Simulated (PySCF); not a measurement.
## [Sm(PH3)]2+ at several levels of theory

Computed with PySCF 2.14.0 (density fitting, no spin-orbit coupling) at the geometry relaxed with PBE0:

```xyz
5
[Sm(PH3)]2+ (singlet in the valence; each metal's 4f electrons, 6 of them, lie in its core potential, out of spins and levels)
Sm    0.0000    0.0000   -0.5651
P     0.0000    0.0000    2.5946
H     1.2664    0.0000    3.2325
H    -0.6332    1.0967    3.2325
H    -0.6332   -1.0967    3.2325
```

```csv
level,basis,state,HOMO (eV),gap (eV),charge on Sm1 (e),population of f-type functions on Sm1 (polarisation alone where 4f lies in the core),dipole about the centre of mass (D),largest force component (eV/Å)
PBE0,"Sm lcecp-0-SVP with ECP52, P def2-SVP, H def2-SVP",singlet,–,–,1.65,0.00,0.07,0.01
PBE,the same,singlet,–,–,1.61,0.00,0.28,0.35
PBE0,"Sm lcecp-0-TZVP with ECP52, P def2-TZVP, H def2-TZVP",singlet,–,–,1.72,0.00,0.04,0.17
```

In the lcecp rows the 4f levels are missing from HOMO and gap, and the state counts the valence alone.

Charges are Mulliken's, which hang on the basis. The relaxation used the grid (50, 194), these runs (75, 302) or, all-electron (x2c bases, spin-free X2C Hamiltonian), (99, 590).

Question: What does TPSSh with Sm lcecp-0-SVP with ECP52, P def2-SVP, H def2-SVP give here?

Answer: state singlet, charge on Sm1 (e) 1.65, population of f-type functions on Sm1 (polarisation alone where 4f lies in the core) 0.00, dipole about the centre of mass (D) 0.08, largest force component (eV/Å) 0.15. Time: 2.5 s on 2 threads of Arm Neoverse V1 (shared host), from an already converged density.

An lcecp potential fixes the number of 4f electrons, so in runs with it no electron can move into or out of that shell.
